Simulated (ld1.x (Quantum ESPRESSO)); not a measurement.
# Pseudopotential generation for sulfur (S): RRKJ, PBE, non-relativistic.

- Element: sulfur
- Generator: ld1.x (Quantum ESPRESSO) 7.5
- Type: norm-conserving RRKJ (Kleinman–Bylander form)
- Functional: PBE
- Relativity: non-relativistic
- Frozen core: [Ne]
- Valence charge: 6
- Reference configuration: 3s2 3p4
- Partial waves: 3s (bound): rc 1.25 bohr; 3d channel at 0.1 Ry: rc 1.25 bohr; 3p (bound): rc 1.60 bohr
- Local potential: the p channel
- Core correction: none

All-electron outer shells of the reference configuration (PBE, non-relativistic, ld1.x):

```csv
shell,level (eV),outermost node (bohr),outermost maximum (bohr)
2p,-156.49,–,0.33
3s,-17.14,0.60,1.42
3p,-7.02,0.58,1.61
```

Results:

```json
{
 "Cutoffs needed": "25 Ry and 35 Ry (the cutoffs (Ry, on a coarse ladder) from which the occupation-weighted sum of valence levels, in a spherical-Bessel basis at the reference potential, stays within 10 and 1 mRy of its value at 400 Ry)",
 "Ghost test": "no extra level below or beside the all-electron valence levels (s, d, p, f tested) (spherical-Bessel basis up to 400 Ry, 20 bohr box)",
 "Largest excitation error": "+158 meV (all-electron minus pseudo) for 3s2 3p0, out of 7 test configurations"
}
```

Generation and tests took about 0.88 s on one core of a shared server CPU.
